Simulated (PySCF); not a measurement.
The numbers are results of PBE-D3(BJ)/def2-TZVP // B3LYP-D3(BJ)/def2-TZVP (PySCF), not measurements. All species are isolated molecules in the gas phase. One relaxed conformer stands for a flexible species; it need not be the lowest. Excitations are Tamm–Dancoff values on a coarser integration grid. The basis has no diffuse functions, so Rydberg states are missing or too high.

Reference species (SMILES): `O[Si](O)(O)O` (neutral, multiplicity 1).

* **S1 excitation (TDA)**: 6.96 eV
* **HOMO–LUMO gap**: 6.88 eV

Changed species: `N[Si](N)(N)O` (3 of 4 OH replaced by NH2; the reference has 0 of 4 OH replaced by NH2).

Task: What does the change do to the S1 excitation (TDA) and HOMO–LUMO gap?

Result: the S1 excitation (TDA) decreases by 1.38 eV, to 5.58 eV; the HOMO–LUMO gap falls by 1.37 eV, to 5.51 eV.
